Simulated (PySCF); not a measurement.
# Heteronuclear NMR

Numbering as in the mapped SMILES `[CH3:1][O:2][CH2:3][C:4]([F:5])([F:6])[O:7][CH3:8]`. Each H is labelled by its parent atom.

PySCF calculation with GIAO PBE0/pcSseg-1 shieldings and GFN2-xTB structure; non-relativistic Hamiltonian, a single conformation, no solvent model, fast rotation and ring inversion assumed for equivalent nuclei.

Task: Where does 19F resonate?

Result: 
```csv
atoms,environment,σ (ppm),δ (ppm)
F5/F6,fluorine of a CF2 group,273.0,-85.7
```

Shieldings were converted by a linear fit to measured shifts: 19F (scatter 6.0 ppm rms, 7.0 ppm with the 5 outliers that the fit left out vs CFCl3, solution or neat liquid, with a term for F on sp3 carbon). A few per cent of atoms miss by over 2 rms, more outside the fitted compound classes.

On a 400 MHz spectrometer 19F resonates near 376.4 MHz, so 1 ppm is 376.4 Hz.

Task: What are the 17O shifts?

Result: 
```tsv
atoms	environment	σ (ppm)	δ (ppm)
O7	ether oxygen	246.8	41.9
O2	ether oxygen	323.2	-27.7
```

Shieldings were converted by a linear fit to measured shifts: 17O: δ = 266.70 − 0.911σ (rms 10.7 ppm, 155 shifts, 12.2 ppm with the 3 outliers that the fit left out vs liquid water, solution or neat liquid). Occasional misses reach two or three times the rms, and more in compound classes unlike the fitted ones.

On a 400 MHz spectrometer 17O resonates near 54.2 MHz, so 1 ppm is 54.2 Hz.
